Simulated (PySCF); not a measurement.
# Electric field gradients and quadrupole coupling constants

C8H8O.
SMILES with atom numbers: `[CH2:1]=[C:2]1[CH:3]=[CH:4][CH:5]=[C:6]1[C:7]([CH3:8])=[O:9]` (hydrogens: H10, H11 on C1; H12 on C3; H13 on C4; H14 on C5; H15, H16, H17 on C8)

Structure used (PBE0-D3(BJ)/def2-SVP), in Å, numbered top down from 1:
```
atom  x, y, z in Å
C1    -1.7424    1.0999   -1.3171
C2    -1.0961    0.0084   -0.8652
C3    -1.3833   -1.3784   -1.2337
C4    -0.5192   -2.1879   -0.5663
C5     0.3517   -1.3609    0.2529
C6     0.0270   -0.0409    0.0910
C7     0.6660    1.1174    0.7345
C8     1.7935    0.8423    1.7034
O9     0.3119    2.2592    0.5043
H10   -1.4458    2.0929   -0.9742
H11   -2.5670    1.0007   -2.0290
H12   -2.1666   -1.6798   -1.9296
H13   -0.4716   -3.2757   -0.6231
H14    1.1434   -1.7503    0.8951
H15    2.1498    1.7967    2.1094
H16    2.6250    0.3264    1.1988
H17    1.4550    0.1954    2.5273
```

Field gradients from the PBE0/pcSseg-1 density (PySCF, non-relativistic), principal values in atomic units, ordered |Vxx| ≤ |Vyy| ≤ |Vzz|:

```json
{"atom": "O9", "Vxx": "0.6354", "Vyy": "1.3435", "Vzz": "-1.9789"}
```

Q: Find the asymmetry η = (Vxx − Vyy)/Vzz and the couplings χ = eQV/h (234.96 MHz × Q in barn × V in au), with Q(17O) = −0.0256 b.

A: 
```tsv
atom	environment	nucleus	η	χzz (MHz)	χxx (MHz)	χyy (MHz)
O9	ketone oxygen	17O	0.36	11.90	-3.82	-8.08
```

Q: What is Vzz at O9 in SI units (1 au = 9.71736 × 10²¹ V/m²)?

A: -1.9789 au = -19.230 × 10²¹ V/m².

Q: And the gradient at the other heavy atoms, for which no coupling is worked out here?

A: 
```json
{"atom": "C1", "environment": "terminal =CH2 carbon", "Vzz (au)": "0.506", "η": "0.21"}
{"atom": "C2", "environment": "fully substituted alkene carbon", "Vzz (au)": "0.300", "η": "0.57"}
{"atom": "C3", "environment": "alkene CH carbon", "Vzz (au)": "0.293", "η": "0.48"}
{"atom": "C4", "environment": "alkene CH carbon", "Vzz (au)": "0.274", "η": "0.47"}
{"atom": "C5", "environment": "alkene CH carbon", "Vzz (au)": "0.370", "η": "0.28"}
{"atom": "C6", "environment": "fully substituted alkene carbon", "Vzz (au)": "0.187", "η": "0.67"}
{"atom": "C7", "environment": "ketone carbonyl carbon", "Vzz (au)": "0.510", "η": "0.05"}
{"atom": "C8", "environment": "methyl carbon next to a carbonyl", "Vzz (au)": "-0.057", "η": "0.66"}
```

Q: What couplings would deuterons (Q(2H) = 0.00286 b) have in place of the hydrogens, at this geometry?

A: 
| atom | bonded to | bond length (Å) | Vzz (au) | η | χzz (kHz) |
| --- | --- | --- | --- | --- | --- |
| H10 | C1 | 1.092 | 0.2930 | 0.01 | 197 |
| H11 | C1 | 1.094 | 0.3010 | 0.02 | 202 |
| H12 | C3 | 1.090 | 0.3107 | 0.06 | 209 |
| H13 | C4 | 1.090 | 0.3102 | 0.06 | 208 |
| H14 | C5 | 1.091 | 0.3068 | 0.04 | 206 |
| H15 | C8 | 1.097 | 0.2952 | 0.01 | 198 |
| H16 | C8 | 1.101 | 0.2908 | 0.02 | 195 |
| H17 | C8 | 1.101 | 0.2909 | 0.02 | 196 |

Geometry: PBE0-D3(BJ)/def2-SVP, one conformer, isolated molecule. With so small a basis the couplings can be 20 % off.
